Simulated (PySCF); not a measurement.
C₃H₈O₂Si, SMILES O[C@H]1CO[SiH2]C1. Geometry: PBE-D3(BJ)/def2-SVP. The structure was generated by enumeration; whether it is a known compound was not checked. One conformer was computed; it need not be the lowest.

Computed equilibrium geometry at PBE-D3(BJ)/def2-SVP (PySCF confirms it by a frequency run) as a Z-matrix (one conformer of several):
```
C
H 1 1.1187
O 1 1.4243 2 111.28
H 3 0.9746 1 107.44 2 73.72
C 1 1.5386 2 109.70 3 -117.38
H 5 1.1106 1 109.16 2 78.48
H 5 1.1152 6 108.29 1 119.31
O 5 1.4268 6 109.42 7 120.16
C 1 1.5441 2 111.87 3 124.15
H 9 1.1091 1 111.96 2 -75.22
H 9 1.1111 10 107.39 1 -122.12
Si 8 1.6982 5 112.01 6 137.60
H 12 1.5032 8 112.58 5 -113.64
H 12 1.5036 13 108.42 8 122.63
```
